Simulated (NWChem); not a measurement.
**A calculation on IIn**

```xyz
2

In     0.0000     0.0000    -1.4660
I      0.0000     0.0000     1.3554
```
Charge 0, spin multiplicity 1.

The numbers come from NWChem runs, not from measurements. All single points use one geometry, from B3LYP/def2-SVP with def2 effective core potentials on In, I, a minimum by its harmonic frequencies.

Symmetry labels belong to the abelian group C2v used in the runs, with the axes of the coordinates shown; states degenerate in a higher group split over its labels.

Effective core potentials replace the inner electrons of In, I; spin-orbit coupling is left out. B3LYP has NWChem's definition, with VWN1-RPA local correlation. The structure started from a generated list of species.

Q: List the lowest 3 singlet excitations that TD-B3LYP/def2-SVPD with def2 effective core potentials on In, I, VWN1-RPA local correlation gives, with oscillator strengths.

A: 
| state | symmetry | energy (eV) | wavelength (nm) | f |
|---|---|---|---|---|
| 1 | a2 | 3.66 | 339 | 0.000 |
| 2 | b2 | 3.72 | 334 | 0.030 |
| 3 | b1 | 3.72 | 334 | 0.030 |
